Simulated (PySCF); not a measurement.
## Working out the ionisation energy of Kr

Kr [Kr] (1S) → Kr⁺ [Ar] 3d10 4s2 4p5 (2P). Calculation: PySCF 2.14, in cc-pVDZ-DK (5s4p2d, 27 functions); the spin-free X2C one-electron Hamiltonian (Gaussian nucleus). Frozen: [Ar] 3d10. Energies in hartree (1 hartree = 27.21139 eV):

| part | Kr (lower) | Kr⁺ (upper) |
| --- | --- | --- |
| UHF | -2788.052759 | -2787.569260 |
| CCSD correlation | -0.127481 | -0.107500 |
| (T) | -0.000780 | -0.000811 |

**Question.** What does Hartree-Fock give?

**Answer.** (-2787.569260) − (-2788.052759) = 0.483499 hartree = 13.157 eV.

**Question.** What do CCSD and CCSD(T) give?

**Answer.** The CCSD correlation energies differ by 0.019981 hartree = 0.544 eV and the triples by -0.000031 hartree = -0.001 eV, so CCSD gives 13.701 eV and CCSD(T) 13.700 eV.

Measured between the centres of the two terms (NIST): 14.222 eV, so CCSD(T) (valence) is off by -0.522 eV.

A double-zeta basis recovers only part of the correlation energy.

What remains against the reference includes basis incompleteness, the frozen core and higher excitations.
